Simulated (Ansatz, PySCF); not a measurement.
Si(OMe)2 (C2H6O2Si), SMILES CO[Si]OC (connectivity only; charge and spin as stated), neutral, multiplicity 1. Atoms are numbered in the order given.

```xyz
11

Si     0.2780    -0.5494     0.8664
O     -1.0171     0.0473    -0.0310
C     -2.3485     0.1739     0.4118
H     -2.6667     1.2285     0.3542
H     -3.0188    -0.4193    -0.2329
H     -2.4837    -0.1691     1.4555
O      1.4958    -0.4099    -0.2540
C      1.5130     0.0627    -1.5878
H      2.2175     0.9072    -1.6682
H      1.8653    -0.7402    -2.2565
H      0.5148     0.3931    -1.9153
```

Coordinates come from a B3LYP-D3(BJ)/def2-SVP optimisation. Other conformers were not sampled.

Two levels are set side by side: PBE-D3(BJ)/def2-SVP (Ansatz, a quantum-chemistry and plane-wave program) and B3LYP-D3(BJ)/def2-SVP (Ansatz). Each level has its own optimised geometry; the coordinates shown are those of the second. Frequencies come from the Hessian of PySCF at each geometry. Differences are taken from unrounded values.

| quantity | B3LYP-D3(BJ) | PBE-D3(BJ) | PBE-D3(BJ) minus B3LYP-D3(BJ) |
|---|---|---|---|
| mean bond length (Å) | 1.279 | 1.288 | 0.009 |
| bond Si1–O2 (Å) | 1.685 | 1.702 | 0.017 |
| bond Si1–O7 (Å) | 1.661 | 1.676 | 0.016 |
| bond O2–C3 (Å) | 1.409 | 1.414 | 0.005 |
| bond O7–C8 (Å) | 1.415 | 1.420 | 0.005 |
| bond C3–H4 (Å) | 1.103 | 1.111 | 0.008 |
| bond C3–H5 (Å) | 1.103 | 1.111 | 0.008 |
| bond C3–H6 (Å) | 1.107 | 1.116 | 0.009 |
| bond C8–H9 (Å) | 1.103 | 1.111 | 0.008 |
| bond C8–H10 (Å) | 1.103 | 1.111 | 0.008 |
| bond C8–H11 (Å) | 1.101 | 1.110 | 0.009 |
| highest harmonic wavenumber (cm⁻¹) | 3116 | 3049 | -66 |
| mean harmonic wavenumber (cm⁻¹) | 1371 | 1333 | -39 |
| zero-point energy (kcal/mol) | 52.92 | 51.44 | -1.49 |

GGA bonds tend to be longer and softer than those of functionals with exact exchange. Differences between two approximate levels are no errors against the true value.
